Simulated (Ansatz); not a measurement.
Consider the cleavage of the B–As bond: `B[AsH2]` + `BNCC` → `BN(B)CC` + `[AsH3]`.

Isolated molecules relaxed with PBE0-D4/def2-TZVP in Ansatz; ΔE leaves out vibrations. CCSD(T)/CBS is the MP2 limit (def2-TZVPP, def2-QZVPP) plus CCSD(T) − MP2 in def2-TZVPP, frozen cores. Functionals use def2-TZVPP. For As outer-core shells are correlated without core-valence functions, which leaves a few kJ/mol of doubt a bond. Scalar relativity is left out up to krypton. One conformer a species, not always the lowest.

| level | ΔE (kJ/mol) |
| --- | --- |
| LDA (SPW92) | -73.0 |
| CAM-B3LYP-D4 | -82.3 |
| r2SCANh | -72.1 |
| r2SCAN0 | -73.3 |
| BHLYP | -79.3 |
| CCSD(T)/def2-SVP | -87.6 |
| SCS-MP2/def2-TZVPP | -81.2 |
| HF/def2-QZVPP | -83.2 |

Task: What does CCSD(T)/CBS give? (Estimate.)

Result: Computed: -76.1 kJ/mol. The listed levels differ from it by 3.1, -6.2, 4.0, 2.8, -3.2, -11.5, -5.1, -7.1 kJ/mol.

Largest T1 diagnostic among the species: 0.014.

At CCSD(T), def2-SVP lies −11.5 kJ/mol from the extrapolated value and def2-TZVPP −1.7 kJ/mol. The D4 term adds −4.9 kJ/mol with B3LYP and −2.8 kJ/mol with PBE0; it sums over pairs of atoms, weighted by their polarisabilities, and B3LYP, whose exchange is more repulsive, gets the larger term. From BLYP to BHLYP (50 % exact exchange), in def2-TZVPP and without D4, ΔE moves by −8.3 kJ/mol.

B3LYP here is the variant with VWN-RPA as its local correlation; programs differ in this.
